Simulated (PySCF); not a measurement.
**BrCl and its ions**

PBE0; PySCF, scalar-relativistic core potentials, basis sets Br cc-pVDZ-PP with ECP10, Cl cc-pV(D+d)Z. Neutral (UKS): singlet (closed shell), Re = 2.152 Å, ωe = 445 cm⁻¹, De = 2.24 eV, HOMO -8.32 eV, LUMO -3.52 eV.

BrCl⁺ (UKS): doublet (π ↑), Re = 2.056 Å, ωe = 516 cm⁻¹, De = 3.08 eV to Br⁺ + Cl. The energies at the minima are -876.83494 hartree for BrCl and -876.43307 for BrCl⁺.

Q: Work out the adiabatic ionisation energy, without and with harmonic zero-point energies (1 hartree = 27.2114 eV, 1 eV = 8065.5 cm⁻¹), and the change of the bond length.

A: At PBE0: 0.40187 hartree = 10.935 eV between the minima; the zero-point term (516.0 − 445.0)/2 cm⁻¹ = +0.004 eV makes it 10.940 eV. Re changes by -9.6 pm against the neutral. Minus the HOMO energy is 8.32 eV, -2.62 eV from the value between the minima; self-interaction puts the Kohn–Sham level too high, less so with exact exchange. The electron leaves a π orbital, and the shorter bond of the ion fits an antibonding orbital, or a change in how ionic the bond is.

Spin–orbit coupling is left out. For an ion De counts to the pair picked by the measured ionisation energies or electron affinities, which need not be the lowest pair at this level. States were picked by a PBE0 search and need not be the measured ground states.
